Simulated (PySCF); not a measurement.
Species: C7H11FO.
Atom-mapped SMILES: `[CH3:1][C@@H:2]1[C@@H:3]([CH3:4])[CH2:5][C@H:6]1[C:7](=[O:8])[F:9]`

Definitions: NICS(0) = −σiso at the ring centroid; NICS(1) = −σiso and NICS(1)zz = −σzz at ±1 Å along the ring normal z. Level: GIAO PBE0/pcSseg-1 (PySCF, non-relativistic, gas phase) on the GFN2-xTB geometry, one conformer.

Ring bond lengths (Å), with Mayer bond orders in brackets: C2–C3 1.544 (0.93), C3–C5 1.540 (1.01), C5–C6 1.535 (1.00), C6–C2 1.560 (0.92).

Q: Give the NICS values of each ring in ppm.

A: 
```csv
ring,type,NICS(0),"NICS(1), two faces","NICS(1)zz, two faces",rms pucker (Å),"centre to ring atoms, mean (Å)"
C2–C3–C5–C6,4-membered carbocycle; formal bonds all single,-2.1,-1.0 / -0.9,2.9 / 4.9,0.07,1.09
```

Q: What can be read from them?

A: 
- C2–C3–C5–C6: mean NICS(1)zz 3.9 ppm, deshielded. C2, C3, C5, C6 have four or more neighbours, and the NICS criterion for π rings isn't applied.

Q: At the first NICS(1) probe listed for ring C2–C3–C5–C6, 1 Å off the ring, what do the in-plane components average?

A: The isotropic value is a third of the trace: (3 × -1.0 − (2.9))/2 = -3.0 ppm.

Shape of the structure used: `[CH3:1][C@@H:2]1[C@@H:3]([CH3:4])[CH2:5][C@H:6]1[C:7](=[O:8])[F:9]`: C5–C6–C7–O8 14°.
